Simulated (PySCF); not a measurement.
Vertical excitations of a molecule CH7F2NSi2 from PySCF 2.14.0 with TDDFT-LC-ωPBE/def2-SVPD, as energy in eV (oscillator strength): 6.41 (0.007), 7.18 (0.014), 7.43 (0.105), 8.13 (0.040), 8.20 (0.045), 8.36 (0.040), 8.59 (0.175), 8.69 (0.026), 8.92 (0.032), 9.09 (0.023). Lowest triplet (TDA): 5.76 eV. Geometry: ωB97X-D3(BJ)/def2-SVP. The values are those of a single conformer.

Problem. Which molecule gave these data?
A) C[SiH2][Si](N)(F)F
B) C[Si](F)(F)[SiH2]N
C) N[SiH2]C(F)(F)[SiH3]
D) FC(F)[SiH2]N[SiH3]

Solution. B, C[Si](F)(F)[SiH2]N
